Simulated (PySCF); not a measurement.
ScCl₂, SMILES [Cl][Sc+][Cl], charge +1.

Geometry: B3LYP-D3(BJ)/def2-TZVP. The multiplicity is an assumed one; other spin states were not compared. The isomer is the one that the SMILES or the coordinates give; other isomers of the formula were not compared.

All values below come from PySCF with B3LYP/def2-TZVPD.

Isolated molecule, no solvent.

```json
{
  "total_energy": "-1681.04928 hartree",
  "point_group": "C2v",
  "highest_occupied_level": "-14.19 eV",
  "lowest_empty_level": "-9.16 eV",
  "orbital_gap": "5.04 eV",
  "dipole_moment_about_the_centre_of_nuclear_charge": "6.25 D",
  "mean_static_polarisability": "51.1 bohr³ (7.57 Å³)",
  "polarisability_principal_values": "35.0, 40.6, 77.6 bohr³"
}
```
